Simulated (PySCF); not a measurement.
Predicted microwave data (PBE0-D3(BJ)/def2-TZVP geometry optimisation, gas phase in PySCF) for one isomer of C5H2F2:

```
Rotational constants : A = 5041, B = 1423, C = 1161 MHz
Dipole components    : |μa| = 0.53 D, |μb| = 1.40 D, |μc| = 1.24 D
Inertial defect      : -20.00 u·Å²
κ                    : -0.86
```

Question: Which candidate fits, each taken in the one conformer that was computed?
A. `C#CC(F)=C=CF`
B. `FC=C=C=C=CF`

Answer: A. It is C#CC(F)=C=CF, an asymmetric top, point group C1. The candidates at the same level (rigid rotor, commonest isotopes):

```csv
SMILES,A (MHz),B (MHz),C (MHz),μa (D),μb (D),μc (D),Δ (u·Å²),point group,rotor
FC=C=C=C=CF,20483,761.8,755.5,0.01,1.64,0.05,-19.12,C2,near-prolate asymmetric top
C#CC(F)=C=CF,5041,1423,1161,0.53,1.40,1.24,-20.00,C1,asymmetric top
```

`FC=C=C=C=CF` has A 306 % too high. No structure here is proved a minimum.
